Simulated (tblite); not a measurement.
CH8O2Si3.
Numbering: `[O:1]=[C:2]([SiH3:3])[O:4][SiH2:5][SiH3:6]` (hydrogens: H7, H8, H9 on Si3; H10, H11 on Si5; H12, H13, H14 on Si6)

Structure optimised with GFN2-xTB, isolated species.

(1) Give the optimised bond lengths and angles.

Answers

(1) 
```csv
bond,length (Å),order
O1=C2,1.212,double
C2–Si3,1.917,single
C2–O4,1.315,single
O4–Si5,1.695,single
Si5–Si6,2.304,single
"Si3–H7, Si3–H8, Si3–H9",1.461,single
"Si5–H10, Si5–H11",1.466,single
Si6–H12,1.480,single
"Si6–H13, Si6–H14",1.462,single
```

Bonds in one row agree within 0.01 Å and their mean is given. Orders are formal, as drawn. A selection of angles:
```csv
angle,degrees
O1–C2–Si3,125.2
O1–C2–O4,122.8
Si3–C2–O4,112.0
C2–Si3–H7,106.6
H7–Si3–H8,110.5
H7–Si3–H9,112.8
C2–O4–Si5,124.0
O4–Si5–Si6,107.3
O4–Si5–H10,98.7
O4–Si5–H11,98.5
Si6–Si5–H10,119.6
H10–Si5–H11,107.8
Si5–Si6–H12,106.3
Si5–Si6–H13,113.8
H12–Si6–H13,105.2
H13–Si6–H14,111.4
```

Dihedral angles: O1–C2–O4–Si5 -1° (synperiplanar); C2–O4–Si5–Si6 3° (synperiplanar). The mirror-image conformer, all signs reversed, is as good.

Si3 (SiH3 silicon) is tetrahedral (angles from 106.6° to 112.8°). Si5 (oxygen-bound silicon) is distorted tetrahedral (angles from 98.5° to 120.4°). The 2 C–O bonds span 1.212 Å (O1=C2, drawn double) to 1.315 Å (C2–O4, drawn single), a spread of 0.103 Å. Of the pairs four or more bonds apart, O1···Si6 is among the closest relative to their van der Waals radii: 2.64 Å, 73 % of the sum of Bondi's values. Si6 (SiH3 silicon) is distorted tetrahedral (angles from 105.2° to 114.0°). The 6 heavy atoms lie in one plane (0.015 Å rms).

Its GFN2-xTB frequencies are all real (lowest 29 cm⁻¹). The numbers are those of one conformer.

On one thread, Arm Neoverse V2 (aarch64), shared host with 96 logical CPUs at a one-minute load of 36, this took 0.76 s. This is the geometry optimisation.

These are computed values.
